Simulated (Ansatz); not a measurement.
Compare A (`[SiH3]/C=C\[SiH2]Cl`) with its isomer B (`C=C[SiH2][SiH2]Cl`).

Gas-phase electronic energies from Ansatz, PBE0-D4/def2-TZVP geometries. CBS: MP2 limit from def2 TZ/QZ plus the TZ coupled-cluster correction, frozen cores. Functionals use def2-TZVPP. B3LYP here is the variant with VWN-RPA as its local correlation; programs differ in this. One conformer a species, not always the lowest.

A:

```xyz
12

Si    1.675   -0.760   -0.069
C     0.792    0.723    0.646
C    -0.513    1.004    0.552
Si   -1.815   -0.018   -0.302
Cl   -1.515   -0.008   -2.342
H     0.700   -1.723   -0.639
H     2.464   -1.422    1.004
H     2.615   -0.315   -1.132
H     1.422    1.435    1.183
H    -0.871    1.927    1.012
H    -1.811   -1.432    0.138
H    -3.143    0.588   -0.049
```

B:

Z-matrix (Å, degrees):
```
Si
C 1 1.859
Si 1 2.342 2 109.4
H 1 1.490 2 109.5 3 -120.1
H 1 1.489 2 111.4 3 118.8
C 2 1.330 1 123.3 3 115.6
H 2 1.089 1 118.2 3 -62.8
Cl 3 2.070 1 107.7 2 55.0
H 3 1.486 1 113.2 2 173.6
H 3 1.485 1 112.2 2 -62.9
H 6 1.086 2 122.0 1 -178.6
H 6 1.086 2 121.9 1 1.5
```

(1) Which isomer does CCSD(T)/CBS put lower? Give the gap. (An estimate is asked.)

(2) Give E(B) − E(A) in kcal/mol with ωB97M-V, CCSD(T)/def2-TZVPP, HF/def2-TZVPP, PBE0-D4, CCSD/def2-TZVPP, B3LYP-D4, r2SCAN-D4. (An estimate is asked.)

Largest T1 diagnostic: 0.011.

Answers

(1) The calculation gave: B, by 1.1 kcal/mol.

(2) Computed: ωB97M-V -0.2, CCSD(T)/def2-TZVPP -1.0, HF/def2-TZVPP -1.2, PBE0-D4 -3.1, CCSD/def2-TZVPP -1.1, B3LYP-D4 -1.3, r2SCAN-D4 -2.1. None reverses the order clearly.

The D4 term adds +1.1 kcal/mol with B3LYP and +0.6 kcal/mol with PBE0; it sums over pairs of atoms, weighted by their polarisabilities, and B3LYP, whose exchange is more repulsive, gets the larger term.
